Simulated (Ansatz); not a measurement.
The cluster Be7O8, relaxed as a singlet with RKS PBE-D4/def2-SVP in Ansatz, starting from the GFN2-xTB geometry. Force threshold 0.03 eV/Å.

The structure holds 1 bond(s) between oxygen atoms. The restricted singlet is unstable towards broken spin symmetry in Hartree–Fock (as tested in another run); at PBE-D4/def2-SVP this wasn't settled. The structure comes from a short search, and lower isomers may exist.

Start:

| atom | x (Å) | y (Å) | z (Å) |
| --- | --- | --- | --- |
| Be1 | -0.789 | 1.698 | 0.556 |
| Be2 | 1.038 | -1.835 | 0.882 |
| Be3 | -1.903 | -0.315 | 0.109 |
| Be4 | -0.301 | -0.004 | 1.716 |
| Be5 | 1.318 | 0.418 | -0.186 |
| Be6 | -0.185 | 1.621 | -1.674 |
| Be7 | 0.072 | -0.871 | -1.374 |
| O8 | -0.936 | 2.332 | -0.758 |
| O9 | -1.331 | -0.903 | -1.004 |
| O10 | -1.693 | 0.589 | 1.226 |
| O11 | 0.755 | 0.496 | -1.667 |
| O12 | 0.160 | -1.358 | 1.872 |
| O13 | 1.087 | -1.917 | -0.652 |
| O14 | 0.644 | 1.082 | 0.943 |
| O15 | 2.063 | -1.032 | 0.011 |

(1) Estimate the energy that the relaxation releases and the steps that it takes.

(2) Does the start keep its bonding?

(3) Predict the relaxed structure.

Results:

(1) 21.6 kcal/mol, in 7 steps; 19 s on 4 threads of Arm Neoverse V2 on a shared host. No frequencies were taken in this run, so the end may be a saddle point.

(2) By distances, no bond broke or formed. The bond that changes most is Be2–O13, from 1.54 to 1.63 Å (atoms count from 1).

(3) 
```xyz
15

Be   -0.7715    1.7524    0.5456
Be    1.0376   -1.8091    0.9348
Be   -1.9346   -0.3172    0.0449
Be   -0.2406   -0.0085    1.7808
Be    1.4302    0.4583   -0.1706
Be   -0.2027    1.6100   -1.6364
Be    0.0002   -0.9240   -1.4404
O    -1.0171    2.4329   -0.7913
O    -1.4772   -0.9681   -1.1673
O    -1.6783    0.5710    1.2275
O     0.7887    0.4732   -1.6551
O     0.1595   -1.4316    2.0214
O     1.0891   -1.9368   -0.6898
O     0.6756    1.1255    0.9977
O     2.1410   -1.0279   -0.0017
```
Bond lengths (bridged metal pairs left out): 19 × Be–O 1.43 to 1.67 Å; 1 × O–O 1.55 Å.
